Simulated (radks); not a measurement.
Polarisability of the sulfur ion S+, [Ne] 3s2 3p3, at imaginary frequency. Method: non-relativistic Kohn-Sham, exchange-only LDA, spin-polarised, spherical densities, point nucleus; open shells are filled with parallel spins first; computed with a radial shooting solver on a logarithmic mesh with Libxc functionals. Response by self-consistent Sternheimer equations with the Hartree and adiabatic exchange-only LDA kernel.

w (hartree)  alpha1(iw) (bohr^3)
0.00266                    11.43
0.0143                     11.42
0.0360                     11.38
0.0697                     11.25
0.118                      10.93
0.186                      10.28
0.280                      9.150
0.413                      7.478
0.605                      5.452
0.892                      3.478
1.35                       1.931
2.12                      0.9372
3.59                      0.3986
6.94                      0.1431
17.5                     0.03295

Static values: alpha1 = 11.43 bohr^3 (1.693 angstrom^3; uncoupled 18.29). C6 = 57.06, triple-dipole C9 = 479.9 atomic units. One-pole (London) frequency 4 C6 / (3 alpha1^2) = 0.583 hartree, against 0.623 for minus the highest occupied eigenvalue. The dipole shielding factor is 0.938, as the force sum rule N/Z = 0.938 demands.
